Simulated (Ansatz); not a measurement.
Species: sum formula GeIF3, charge 0, multiplicity 1. 
Geometry from a B3LYP-D3(BJ)/def2-TZVP (Ansatz, a first-principles code) optimisation:
SMILES: [F][Ge]([F])([F])[I]
```xyz
5

F     -1.6032    -1.3011    -1.0097
Ge    -1.0070    -0.0075    -0.0520
F     -1.6376     1.4337    -0.7387
F     -1.7408    -0.1696     1.4912
I      1.4539     0.0108     0.0751
```

Parts of the frozen-core correlation energy in def2-SVPD (Ansatz, hartree). Frozen orbitals: 26; correlated occupied orbitals by spin: 16 and 16; virtual: 100 and 100. Spin-orbit coupling is left out. In def2 rows, elements after Kr have scalar-relativistic effective core potentials.

| term | value |
|---|---|
| reference (HF) | -2670.00176 |
| MP2 opposite-spin | (withheld) |
| MP2 same-spin | (withheld) |
| CCSD correlation | -0.79916 |
| (T) | (withheld) |
| T1 diagnostic | 0.015 |
| largest doubles amplitude | 0.038 |

Question: What belongs in the gaps?

Answer: 
- MP2 opposite-spin, value: -0.56778
- MP2 same-spin, value: -0.22012
- (T), value: -0.02019
